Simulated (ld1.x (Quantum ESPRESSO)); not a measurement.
Varying the PAW potential for Ag (Z = 47)

Base potential:

Ag (Z = 47), PAW, made with ld1.x (Quantum ESPRESSO) 7.5 (PW91, fully relativistic). Core [Ar] 3d10, reference 4s2 4p6 4d9 5s0 5p0 (charge +2). Waves: 4s (bound): rcut 1.25, rcutus 1.50 bohr; 5s (bound, empty): rcut 1.25, rcutus 1.50 bohr; 4p (bound): rcut 1.95, rcutus 2.05 bohr; 5p (bound, empty): rcut 1.95, rcutus 2.05 bohr; 4d (bound): rcut 1.45, rcutus 1.70 bohr; 4d channel at 1.4 Ry: rcut 1.45, rcutus 1.70 bohr. Local part: all-electron potential smoothed inside 1.75 bohr (lloc = -1). Core correction: a·sin(br)/r model core, default radius (core density twice the valence density). Augmentation charge: BESSEL, radius 1.30 bohr.

Open shells are filled in proportion to 2j + 1 (rel_dist='average').

Cutoffs, loose and tight: the cutoffs (Ry, on a coarse ladder) from which the occupation-weighted sum of valence levels, in a spherical-Bessel basis at the reference potential, stays within 10 and 1 mRy of its value at 400 Ry. They do not see the model core or the augmentation charge, which bear on the density cutoff. Test errors are all-electron minus pseudo excitation energies from the reference, over the configurations 4s2 4p6 4d10 5s1 5p0; 4s2 4p6 4d10 5s0 5p0; 4s2 4p6 4d8 5s0 5p0; 4s2 4p6 4d9 5s2 5p0; 4s2 4p6 4d7 5s0 5p0; 4s2 4p6 4d10 5s0 5p1; 4s2 4p6 4d9 5s1 5p0. A dash means not determined; rows that change the core or the reference have their own tests. The largest error is taken over the tests solved by every variant that gives reliable tests at all: 4s2 4p6 4d10 5s0 5p0; 4s2 4p6 4d10 5s1 5p0; 4s2 4p6 4d9 5s1 5p0; 4s2 4p6 4d9 5s2 5p0.

Cutoffs are not given where the Bessel-basis levels miss the radial ones by over 6 mRy, ghosts where they miss by over 20 mRy; a channel whose overlap is not positive is not tested.

| change | outcome | bound ghosts | largest test error (meV) |
| --- | --- | --- | --- |
| base | generated | not determined | +9.8 |
| all radii but the core radius scaled by about 0.77 (s 1.16, p 1.58, d 1.32 bohr, rcut 0.96/1.52/1.12); local potential all-electron potential smoothed inside 1.36 bohr (lloc = -1); augmentation BESSEL, radius 1.00 bohr | generated | not determined | +0.8 |
| all radii but the core radius scaled by about 0.85 (s 1.28, p 1.74, d 1.46 bohr, rcut 1.06/1.66/1.24); local potential all-electron potential smoothed inside 1.50 bohr (lloc = -1); augmentation BESSEL, radius 1.10 bohr | generated | not determined | test run stopped at test 1 of 7 (negative rho) |
| all radii but the core radius scaled by about 0.93 (s 1.40, p 1.92, d 1.58 bohr, rcut 1.16/1.82/1.36); local potential all-electron potential smoothed inside 1.64 bohr (lloc = -1); augmentation BESSEL, radius 1.22 bohr | generated | not determined | -0.9 |
| all radii but the core radius scaled by about 1.09 (s 1.64, p 2.24, d 1.86 bohr, rcut 1.36/2.12/1.58); local potential all-electron potential smoothed inside 1.92 bohr (lloc = -1); augmentation BESSEL, radius 1.42 bohr | generated | not determined | +61 |
| all radii but the core radius scaled by about 1.19 (s 1.78, p 2.44, d 2.02 bohr, rcut 1.48/2.32/1.72); local potential all-electron potential smoothed inside 2.08 bohr (lloc = -1); augmentation BESSEL, radius 1.54 bohr | generated | not determined | test run stopped at test 1 of 7 (negative rho) |
| all radii but the core radius scaled by about 1.30 (s 1.94, p 2.66, d 2.20 bohr, rcut 1.62/2.52/1.88); local potential all-electron potential smoothed inside 2.26 bohr (lloc = -1); augmentation BESSEL, radius 1.68 bohr | generated | not determined | test run stopped at test 1 of 7 (negative rho) |
| all radii but the core radius scaled by about 1.38 (s 2.06, p 2.82, d 2.34 bohr, rcut 1.72/2.68/2.00); local potential all-electron potential smoothed inside 2.42 bohr (lloc = -1); augmentation BESSEL, radius 1.80 bohr | generated | not determined | test run stopped at test 1 of 7 (negative rho) |
